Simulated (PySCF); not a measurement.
An excited-state job on `C#C[SiH2][O][GeH2][SiH3]`.

Method: TDDFT CAM-B3LYP/def2-SVPD, vertical, gas phase, core orbitals frozen in the response (PySCF 2.14.0, density-fitted response routines). Geometry: GFN2-xTB. The command runs a driver script over a list of jobs; the input below is this job's line of settings and its coordinates in Å.

Command:
```bash
OMP_NUM_THREADS=1 python probes_run.py task.json out
```

Input:
```
{"job": {"kind": "uv", "xc": "CAM-B3LYP", "basis": "def2-SVPD", "nstates": 8, "ntriplets": 3}, "charge": 0, "multiplicity": 1}
C     -1.826856     1.963996    -0.575485
C     -1.888725     0.788408    -0.328039
Si    -1.895180    -1.032679     0.064402
O     -0.374656    -1.529648     0.307322
Ge     1.368636    -1.272013     0.375113
Si     1.872535     0.977267    -0.063944
H     -1.784651     2.993626    -0.794627
H     -2.623447    -1.262585     1.317474
H     -2.410151    -1.774573    -1.091825
H      1.843703    -2.349320    -0.592262
H      1.675707    -1.867337     1.742806
H      3.327948     1.132557     0.010293
H      1.445921     1.362766    -1.409939
H      1.268539     1.869063     0.926941
```

Estimate the output.

```
coarse grid: 55560 points
cycle   1  E = -2811.5770836326  dE = -1.785e-01  |g| = 8.966e-01  |ddm| = 8.314e+00
cycle   2  E = -2811.4169283848  dE =  1.602e-01  |g| = 1.304e+00  |ddm| = 2.579e+00
cycle   3  E = -2811.7227988091  dE = -3.059e-01  |g| = 1.303e-01  |ddm| = 1.366e+00
cycle   4  E = -2811.7260008269  dE = -3.202e-03  |g| = 4.643e-02  |ddm| = 2.707e-01
cycle   5  E = -2811.7263087409  dE = -3.079e-04  |g| = 9.420e-03  |ddm| = 1.027e-01
cycle   6  E = -2811.7263252218  dE = -1.648e-05  |g| = 3.748e-03  |ddm| = 2.431e-02
cycle   7  E = -2811.7263283089  dE = -3.087e-06  |g| = 1.500e-03  |ddm| = 7.703e-03
final grid: 113496 points
cycle   8  E = -2811.7263119412  dE =  7.939e-07  |g| = 2.417e-03  |ddm| = 6.737e-03
cycle   9  E = -2811.7263094151  dE =  2.526e-06  |g| = 4.006e-03  |ddm| = 8.267e-03
cycle  10  E = -2811.7263133633  dE = -3.948e-06  |g| = 1.334e-04  |ddm| = 5.195e-03
cycle  11  E = -2811.7263133663  dE = -2.933e-09  |g| = 1.835e-05  |ddm| = 1.710e-04
cycle  12  E = -2811.7263133665  dE = -1.783e-10  |g| = 1.248e-05  |ddm| = 6.226e-05
converged SCF energy = -2811.7263133665

Static polarisability (au): isotropic 106.051, principal 87.191 105.931 125.031

Singlet excitations
state   eV       nm        f      main configurations
  1   5.9480    208.4   0.00029   H->L 0.33, H-2->L 0.23, H-2->L+4 0.13
  2   6.2901    197.1   0.00018   H-1->L 0.33, H-3->L 0.15, H-2->L+5 0.10
  3   6.4461    192.3   0.00044   H-3->L+5 0.32, H-3->L+3 0.28, H->L 0.14
  4   6.5286    189.9   0.01304   H-1->L 0.35, H-3->L 0.17, H->L 0.14
  5   6.5439    189.5   0.00451   H-2->L 0.33, H->L 0.20, H-1->L 0.17
  6   7.4073    167.4   0.01823   H-1->L+3 0.60, H-1->L+5 0.16, H-3->L+3 0.10
  7   7.5367    164.5   0.04312   H-1->L+1 0.61, H-1->L+2 0.12
  8   7.6153    162.8   0.00531   H->L+2 0.19, H-4->L 0.17, H-2->L+4 0.15

Triplet excitations (Tamm-Dancoff, eV): 5.0410 5.4516 5.5208
```

The SCF starts on a coarse grid where the log names one; the energy can jump when the final grid takes over, and dE then counts from the start density on the new grid. H and L stand for HOMO and LUMO; the number after each pair is its weight.

Give the mean polarisability as a volume in Å³, and the ratio of the largest to the smallest principal value.

106.051 au × 0.148185 = 15.72 Å³; 125.031/87.191 = 1.43.

Which computed singlet has the largest oscillator strength, and what do all of them sum to?

State 7 at 7.54 eV (165 nm), f = 0.043; the 8 states sum to 0.085.

Summary of the converged run: HOMO -9.43 eV, LUMO 0.20 eV; lowest singlet 5.95 eV; lowest triplet 5.04 eV (Tamm–Dancoff); mean polarisability 106.1 au.

Note that the optimisation stopped short of convergence; the values belong to its last geometry. Relativistic effects, spin–orbit coupling among them, are left out although an element past zinc is present.

Hardware: Arm Neoverse N1, one thread, on a shared host. Cost: 90 s of wall time, 0.98 GiB resident at most.

One conformer stands for the species.
Labels such as C1 count atoms from 1, the log's own numbers from 0.
